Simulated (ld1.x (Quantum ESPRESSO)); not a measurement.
# What one change does to a pseudopotential (titanium, RRKJ)

Ti, norm-conserving RRKJ (Kleinman–Bylander form), made with ld1.x (Quantum ESPRESSO) 7.5 (PBEsol, scalar-relativistic). Core [Ne] 3s2, reference 3p6 3d2 4s0 4p0 (charge +2). Waves: 3p (bound): rc 1.80 bohr; 3d (bound): rc 2.25 bohr; 4s (bound, empty): rc 2.05 bohr. Local part: the s channel. Core correction: none. rho0 = 0.01.

Change: reference 3p6 3d2 4s2 4p0.

Cutoffs: the cutoffs (Ry, on a coarse ladder) from which the occupation-weighted sum of valence levels, in a spherical-Bessel basis at the reference potential, stays within 10 and 1 mRy of its value at 400 Ry; they do not see the model core or the augmentation charge, which bear on the density cutoff. Errors are all-electron minus pseudo energies relative to the spin-unpolarised reference configuration.

Task: What does the change do?

Result: The potential gets neither clearly harder nor softer (35 Ry and 45 Ry → 35 Ry and 50 Ry); the range in which the p phases agree widens (upper end -2.2 → -1.0); the range in which the d phases agree widens (upper end -0.6 → 0.5); neither file shows a bound ghost at the reference potential, the only one tested.

```csv
quantity,base,changed
"cutoff, loose",35 Ry,35 Ry
"cutoff, tight",45 Ry,50 Ry
bound ghosts,none,none
"largest error over its own tests, meV",+1266,+1180
s: phases at 2.44 bohr within 0.05 rad from the reference energy up to (Ry; the scan ends near 5),-0.7,0.1
p: phases at 2.44 bohr within 0.05 rad from the reference energy up to (Ry; the scan ends near 5),-2.2,-1.0
d: phases at 2.44 bohr within 0.05 rad from the reference energy up to (Ry; the scan ends near 5),-0.6,0.5
```

Base: These tests converged, but a pseudo level misses the all-electron one widely, so the file describes the atom poorly there or has found another state: 3p6 3d1 4s0 4p0: empty 4p by 2.2 eV; 3p6 3d0 4s0 4p0: empty 4p by 3.9 eV (a node warning on the way). Changed file: These tests converged, but a pseudo level misses the all-electron one widely, so the file describes the atom poorly there or has found another state: 3p6 3d1 4s0 4p0: empty 4p by 2.3 eV; 3p6 3d0 4s0 4p0: empty 4p by 4.0 eV (a node warning on the way).
